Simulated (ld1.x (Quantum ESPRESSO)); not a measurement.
Logarithmic derivatives: cobalt (Co), PAW

- Element: cobalt (Co)
- Generator: ld1.x (Quantum ESPRESSO) 7.5
- Type: PAW
- Functional: BLYP
- Relativity: scalar-relativistic
- Frozen core: [Ar]
- Valence charge: 9
- Reference configuration: 3d7 4s2 4p0
- Partial waves: 4s (bound): rcut 2.45, rcutus 2.60 bohr; 4s channel at -0.05 Ry: rcut 2.45, rcutus 2.60 bohr; 4p (bound, empty): rcut 3.05, rcutus 3.65 bohr; 4p channel at 5.05 Ry: rcut 3.05, rcutus 3.65 bohr; 3d (bound): rcut 1.35, rcutus 1.70 bohr; 3d channel at 0.3 Ry: rcut 1.35, rcutus 1.70 bohr
- Local potential: all-electron potential smoothed inside 3.00 bohr (lloc = -1)
- Core correction: Bessel-smoothed model core inside 1.70 bohr
- Augmentation charge: PSQ, radius 1.50 bohr

The phase is arctan(r·u′/u) with u = r·R(r), unwrapped; energies in Ry, scanned from -3 to 5 Ry. A pole is an energy at which the radial function vanishes at the test radius. The pseudo phase is shifted by a multiple of π to meet the all-electron one at the reference energy, and phase errors are pseudo minus all-electron; the curves can meet again beyond the range given. Levels narrower than the energy grid can be missing from the lists of poles.

Task: For each channel, where are the poles, and over which energies does the pseudopotential scatter like the atom?

Result:

```csv
channel,radius (bohr),reference energy (Ry),"poles, all-electron","poles, pseudo",unbroken range about the reference energy with phases within 0.05 rad,phase error 1 Ry above the reference energy (rad)
s,3.95,-0.40,"-0.12, 2.81","-0.12, 2.76",below 3.8,-0.000
p,3.95,-0.09,"0.47, 3.47","0.44, 3.36",below 1.0,-0.035
d,3.95,-0.60,"-0.58, 1.52, 4.67","-0.58, 1.52, 4.84",below 2.7,+0.000
```

Phases in the p channel:

```csv
E (Ry),all-electron,pseudo
-3.00,1.419,1.419
-2.76,1.413,1.412
-2.52,1.405,1.404
-2.28,1.395,1.394
-2.04,1.384,1.383
-1.80,1.370,1.369
-1.56,1.352,1.351
-1.32,1.329,1.327
-1.08,1.296,1.294
-0.84,1.245,1.242
-0.60,1.151,1.148
-0.36,0.914,0.909
-0.12,-0.134,-0.134
0.12,-1.250,-1.255
0.36,-1.512,-1.522
0.60,-1.628,-1.645
0.84,-1.715,-1.744
1.08,-1.810,-1.869
1.32,-1.963,-2.116
1.56,-2.337,-2.910
1.80,-3.450,-4.029
2.04,-4.211,-4.383
2.28,-4.446,-4.519
2.52,-4.551,-4.591
2.76,-4.612,-4.638
3.00,-4.654,-4.673
3.24,-4.686,-4.700
3.48,-4.714,-4.724
3.72,-4.738,-4.746
3.96,-4.763,-4.769
4.20,-4.789,-4.794
4.44,-4.820,-4.824
4.68,-4.861,-4.863
4.92,-4.923,-4.923
```
